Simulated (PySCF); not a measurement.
Species: C₆H₈F₂.
Numbering: `[CH2:1]=[CH:2]/[C:3](=[CH:4]/[F:5])[C@H:6]([CH3:7])[F:8]` (hydrogens: H9, H10 on C1; H11 on C2; H12 on C4; H13 on C6; H14, H15, H16 on C7)

The calculation used B3LYP/def2-SV(P) geometry optimisation, gas phase (PySCF).

Q: What internal coordinates does the optimisation give?

A: 
```json
{"bond": "C1=C2", "length (Å)": "1.344"}
{"bond": "C2–C3", "length (Å)": "1.468"}
{"bond": "C3=C4", "length (Å)": "1.345"}
{"bond": "C4–F5", "length (Å)": "1.339"}
{"bond": "C3–C6", "length (Å)": "1.518"}
{"bond": "C6–C7", "length (Å)": "1.525"}
{"bond": "C6–F8", "length (Å)": "1.396"}
{"bond": "C1–H9", "length (Å)": "1.096"}
{"bond": "C1–H10", "length (Å)": "1.093"}
{"bond": "C2–H11", "length (Å)": "1.099"}
{"bond": "C4–H12", "length (Å)": "1.096"}
{"bond": "C6–H13", "length (Å)": "1.102"}
{"bond": "C7–H14, C7–H15, C7–H16", "length (Å)": "1.104"}
```

Bonds in one row agree within 0.01 Å and their mean is given. A selection of angles:
```json
{"angle": "C1–C2–C3", "degrees": "127.6"}
{"angle": "C2–C3–C4", "degrees": "117.8"}
{"angle": "C2–C3–C6", "degrees": "122.6"}
{"angle": "C4–C3–C6", "degrees": "119.5"}
{"angle": "C3–C4–F5", "degrees": "122.9"}
{"angle": "C3–C6–C7", "degrees": "113.6"}
{"angle": "C3–C6–F8", "degrees": "109.8"}
{"angle": "C7–C6–F8", "degrees": "108.7"}
```

Torsions: C1–C2–C3–C4 -174° (antiperiplanar); C2–C3–C4–F5 -179° (antiperiplanar); C2–C3–C6–C7 74° (synclinal).

The 5 C–C bonds span 1.344 Å (C1=C2, drawn double) to 1.525 Å (C6–C7, drawn single), a spread of 0.181 Å. Of the pairs four or more bonds apart, F8···H10 is among the closest relative to their van der Waals radii: 2.34 Å, 88 % of the sum of Bondi's values. The C–F distances run from 1.339 Å (C4–F5, drawn single) to 1.396 Å (C6–F8, drawn single), a spread of 0.057 Å.

Point group: C1 (no symmetry element, even within 0.4 Å). Not checked by B3LYP/def2-SV(P) frequencies. One conformer, not necessarily the lowest.
